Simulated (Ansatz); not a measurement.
Input file for Ansatz (a first-principles code): R-CCSD(T)/def2-SVPD on HBr (SMILES Br) with ghost functions. The run froze 14 orbitals, filled d shells among them.

Ansatz 0.2 input:
```yaml
crystal:
  periodic: [false, false, false]
  atoms:
    - {symbol: Br, position_ang: [-0.60941552, -1.15564798, -0.02079492]}
    - {symbol: H, position_ang: [-0.15485613, -0.42266917, 1.13543890]}
basis:
  gaussian:
    orbitals: def2-SVPD
    ghost_atoms:
      - {symbol: O, position_ang: [0.41415649, 0.49281821, 2.69080823]}
      - {symbol: Si, position_ang: [-0.09076068, 0.12681566, 4.23551692]}
      - {symbol: H, position_ang: [1.09887725, 1.15488645, 2.56405945]}
      - {symbol: H, position_ang: [1.03795800, -0.38051467, 5.04901101]}
      - {symbol: H, position_ang: [-1.12040152, -0.91284549, 4.06364915]}
      - {symbol: H, position_ang: [-0.65775792, 1.32434713, 4.89702187]}
magnetization: {spin_polarized: false}
correlation: {method: ccsd_t, electrons: outside_noble_gas}
scf: {lower_state_search: off}
```

The log:

```
Functional definition: HF
[...]
these checks for a lower state are left out or cut short: stability, starts, cluster_reference, orbital_swaps, neighbouring_geometries, increment
integrals: 0.22 GiB planned
1051 factors; integrals over basis functions are off by at most 1.0e-3 eV
mean field: 0.33 GiB planned
mean field evaluation 1: about -70006.0423 eV, gradient 9.5e0 eV
mean field evaluation 2: about -70006.0431 eV, gradient 9.5e0 eV
mean field evaluation 4: about -70006.4263 eV, gradient 1.1e0 eV
mean field evaluation 8: about -70006.4328 eV, gradient 6.4e-5 eV
mean field -70006.43281913 eV, -2572.6889540387 hartree, gradient 2.5e-6 eV, S^2 0.000000; 0 other end points of the search recorded, 0 dependent functions left out
14 core orbitals not correlated
reference -70006.43281913 eV, -2572.6889540387 hartree; 4, 4 occupied and 110, 110 virtual orbitals, 1051 factors
second order -3.76435633 eV of doubles, -0.00000000 eV of singles
coupled cluster: 0.56 GiB planned
cycle   1  -4.09814858 eV  change   -3.3e-1 eV  update   3.9e-2
cycle   2  -4.19419799 eV  change   -9.6e-2 eV  update   1.2e-2
cycle   3  -4.20111394 eV  change   -6.9e-3 eV  update   2.9e-3
cycle   4  -4.20083533 eV  change    2.8e-4 eV  update   6.7e-4
cycle   5  -4.20065841 eV  change    1.8e-4 eV  update   1.7e-4
cycle   6  -4.20063967 eV  change    1.9e-5 eV  update   5.3e-5
cycle   7  -4.20064295 eV  change   -3.3e-6 eV  update   1.6e-5
cycle   8  -4.20064413 eV  change   -1.2e-6 eV  update   5.1e-6
perturbative correction -0.10077046 eV, -0.0037032461 hartree
Total energy: -70010.73423372 eV, -2572.8470281092 hartree
Checks for a lower state left out: stability, starts, cluster_reference, orbital_swaps, neighbouring_geometries, increment
```

The run converged.

Cost: roughly 3 core-seconds.
